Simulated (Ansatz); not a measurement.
Start from `[CH3][GeH2][I]` and change one element to get `[CH3][GeH2][Br]`.

Ansatz, PBE0-D4/def2-TZVP geometries, multiplicity 1. 

Elements past krypton have def2 core potentials. Scalar relativity is left out up to krypton.

```tsv
property	`[CH3][GeH2][I]`
size of the dipole moment (PBE/def2-TZVPP) / D	2.19
size of the dipole moment (ωB97M-V/def2-TZVPP) / D	2.30
HOMO–LUMO gap (PBE/def2-TZVPP) / eV	4.69
LUMO energy (PBE0/def2-TZVPP) / eV	-0.74
HOMO energy (B3LYP/def2-TZVPP) / eV	-7.16
HOMO–LUMO gap (B3LYP/def2-TZVPP) / eV	6.17
```

Problem. Give the same properties after the change, and the shifts. (Best estimate.)

Solution. The calculation gave: 
```tsv
property	`[CH3][GeH2][Br]`	shift
size of the dipole moment (PBE/def2-TZVPP) / D	2.37	0.18
size of the dipole moment (ωB97M-V/def2-TZVPP) / D	2.48	0.18
HOMO–LUMO gap (PBE/def2-TZVPP) / eV	5.64	0.95
LUMO energy (PBE0/def2-TZVPP) / eV	-0.24	0.50
HOMO energy (B3LYP/def2-TZVPP) / eV	-7.79	-0.63
HOMO–LUMO gap (B3LYP/def2-TZVPP) / eV	7.28	1.11
```

With PBE0 the HOMO falls by 0.64 eV and the LUMO rises by 0.50 eV, so the gap widens by about 1.14 eV. PBE moves the HOMO by -0.50 eV and ωB97M-V by -0.72 eV. Dipoles are sizes alone; their direction can turn.

B3LYP here is the variant with VWN-RPA as its local correlation; programs differ in this.

Spin–orbit coupling is left out; it splits and shifts lone-pair levels of the heavy atoms by tenths of an eV.
